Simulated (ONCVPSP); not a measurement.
**Before and after: ONCV potential for La (Z = 57)**

* Element: La
* Generator: ONCVPSP 4.0.1
* Type: optimised norm-conserving Vanderbilt (ONCV)
* Functional: PBEsol
* Relativity: scalar-relativistic
* Frozen core: [Kr] 4d10 5s2
* Valence charge: 9
* Reference configuration: 5p6 5d1.5 6s1.5
* Partial waves: 6s: rc 3.85 bohr, ncon 5, nbas 8, qcut 1.7 1/bohr, 2 projectors, debl 1.3 Ha; 5p: rc 1.75 bohr, ncon 4, nbas 7, qcut 4.8 1/bohr, 1 projector; 5d: rc 3.60 bohr, ncon 4, nbas 9, qcut 4.1 1/bohr, 1 projector; f scattering state at 0.11 Ha: rc 2.95 bohr, ncon 5, nbas 8, qcut 3.5 1/bohr, 2 projectors, debl 3.9 Ha
* Local potential: polynomial inside 1.15 bohr (lpopt 5, dvloc0 1 Ha)
* Core correction: Teter function, fcfact 4.5, rcfact 1.5

In the f channel the program set the typed energies aside and used -0.130, 3.770 Ha.

Change: p: qcut 6.

Cutoffs: the cutoffs (Ha) at which the residual kinetic energy of the hardest occupied pseudo-wave falls to 1 and 0.1 mHa per electron; they do not see the model core or the augmentation charge, which bear on the density cutoff. Errors are all-electron minus pseudo energies relative to the spin-unpolarised reference configuration.

What does the change do?

The potential gets softer (19 Ha and 43 Ha → 15 Ha and 18 Ha); both files keep a bound ghost (p, s); the number of tests with a reliable result goes from 3 to 4; of the 3 tests that both files solve, the error grows in 1 and shrinks in 1 by more than 15 % and 0.3 meV (median size 8.2 → 6.4 meV).

```tsv
quantity	base	changed
cutoff, loose	19 Ha	15 Ha
cutoff, tight	43 Ha	18 Ha
loose cutoff by channel	s 1.4 Ha, p 19 Ha, d 5.2 Ha	s 1.4 Ha, p 15 Ha, d 5.2 Ha
bound ghosts	s, p	s, p
GHOST(+) flags under 300 eV	f at 95.2 eV	f at 95.2 eV
tests with a reliable result	3 of 4	4 of 4
error for 5p6 5d1 6s2, meV [ΔE -0.35 eV]	-8.2	-6.4
error for 5p6 5d1 6s1, meV [ΔE 5.64 eV]	+0.2	+0.9
error for 5p6 5d1 6s0, meV [ΔE 16.49 eV]	+15	+15
s: phases at 3.90 bohr within 0.05 rad from the reference energy up to (Ha; the scan ends near 5)	2.6	2.6
p: phases at 1.78 bohr within 0.05 rad from the reference energy up to (Ha; the scan ends near 5)	4.7	to the end of the scan
d: phases at 3.65 bohr within 0.05 rad from the reference energy up to (Ha; the scan ends near 5)	0.6	0.6
f: phases at 3.00 bohr within 0.05 rad from the reference energy up to (Ha; the scan ends near 5)	-0.1	-0.1
rms error of d²Exc/dni dnj with the model core, mHa	0.50	0.47
```

Changed file: The cutoffs count occupied waves only; projector 2 of the f channel, the hardest unoccupied one, needs 40 Ha at the loose tolerance. A true bound ghost makes a file unfit for plane-wave use even where its test errors are small: the radial tests pick states by their node count and pass the ghost by.
